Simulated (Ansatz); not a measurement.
Relaxation of CH7BClN (11 atoms, charge 0, multiplicity 1), to a largest force component of 0.03 eV/Å in at most 50 steps.

The calculation used RKS PBE-D4/6-31G* (Ansatz 0.2.0).

```xyz
11
Properties=species:S:1:pos:R:3
B 0.086 0.430 -0.310
H -0.432 0.715 0.732
H 1.276 0.344 -0.457
Cl -0.946 0.358 -1.741
N -0.510 -1.805 1.140
H -1.295 -2.378 0.817
C 0.322 -2.507 2.118
H 0.790 -3.381 1.636
H 1.134 -1.837 2.446
H -0.217 -2.860 3.023
H -0.902 -0.920 1.525
```

**Question.** Where does it end, and by what steps?

**Answer.** It converged. After 13 steps the energy has fallen by 1.425 eV; H3 moved furthest, 1.18 Å. Joined: B1–N5 (2.73 → 1.63 Å).

| step | energy less start (eV) | largest force component (eV/Å) | accepted |
| --- | --- | --- | --- |
| 0 | 0.0000 | 0.974 | yes |
| 1 | -0.1535 | 1.202 | yes |
| 2 | -0.3753 | 1.456 | yes |
| 3 | -0.6922 | 2.050 | yes |
| 4 | -1.0347 | 1.870 | yes |
| 5 | -1.2386 | 1.100 | yes |
| 6 | -1.3400 | 0.261 | yes |
| 7 | -1.3459 | 0.390 | yes |
| 8 | -1.3861 | 0.249 | yes |
| 9 | -1.4136 | 0.105 | yes |
| 10 | -1.4228 | 0.061 | yes |
| 11 | -1.4238 | 0.090 | yes |
| 12 | -1.4229 | 0.175 | no |
| 13 | -1.4252 | 0.019 | yes |

```xyz
11
Properties=species:S:1:pos:R:3
B 0.087 -0.289 0.108
H 0.403 0.576 0.900
H 1.000 -0.799 -0.510
Cl -1.315 0.255 -1.015
N -0.585 -1.488 0.992
H -0.937 -2.203 0.339
C 0.339 -2.095 1.987
H 1.205 -2.502 1.445
H 0.687 -1.299 2.660
H -0.158 -2.891 2.563
H -1.420 -1.105 1.459
```

Whether the end is a true minimum wasn't checked by a vibrational analysis.

The run took 46 s on 1 thread of Arm Neoverse V1 (shared host), peak memory 0.14 GiB.
